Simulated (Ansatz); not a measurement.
`O=C[NH][SbH2]` + H₂O → `[OH][SbH2]` + `NC=O` at 500 K and 1 bar (formal hydrolysis of the Sb–N bond).

Gas-phase electronic energies from Ansatz, PBE0-D4/def2-TZVP geometries. CCSD(T)/CBS adds triple-zeta CCSD(T) − MP2 to the extrapolated MP2 energy (def2 sets, frozen cores). This one scheme is used for every species. Elements past krypton have def2 core potentials. For Sb outer-core shells are correlated without core-valence functions, which leaves a few kJ/mol of doubt a bond. Each species was taken in one conformer, which may not be the lowest.

```
        species  CCSD(T)/CBS energy (Eh)  H − E (kJ/mol)  S (J/(mol·K))
`O=C[NH][SbH2]`               -410.33905           166.7          375.2
            H₂O                -76.37941            73.2          206.3
   `[OH][SbH2]`               -316.98030            96.1          310.6
         `NC=O`               -169.73435           144.8          288.7
```

H − E and S are ideal-gas, rigid-rotor, harmonic terms from PBE0-D4/def2-TZVP, for one conformer and one mirror image of each species. 1 Eh = 2625.50 kJ/mol, R = 8.31446 J/(mol·K).

Task: By hand: ΔE, ΔH, ΔS and ΔG.

Result: ΔE = (-316.98030) + (-169.73435) − (-410.33905) − (-76.37941) = 0.00381 Eh = 10.0 kJ/mol. Δ(H − E) = 96.1 + 144.8 − 166.7 − 73.2 = 1.0, so ΔH = 11.0 kJ/mol. ΔS = 310.6 + 288.7 − 375.2 − 206.3 = 17.8 J/(mol·K). ΔG = 11.0 − 500 × (17.8)/1000 = 2.1 kJ/mol.

Task: By hand: the equilibrium constant, and the temperature at which ΔG would vanish if ΔH and ΔS stayed fixed.

Result: log₁₀ K = −ΔG/(RT ln 10) = -0.2. ΔG = 0 at ΔH/ΔS = 618 K, though so small a ΔS makes that figure unsure.

TΔS isn't small against ΔH here. The sign of ΔG lies within the doubt. A doubt of 5 kJ/mol in ΔE shifts log₁₀ K by 0.5 here. Other conformers and mirror images would add mixing entropy, several J/(mol·K) or more a flexible species. These are equilibria of isolated gas molecules and say nothing of rates. Largest T1 diagnostic: 0.017 (customary marks: 0.02 for closed shells, 0.045 for open ones).
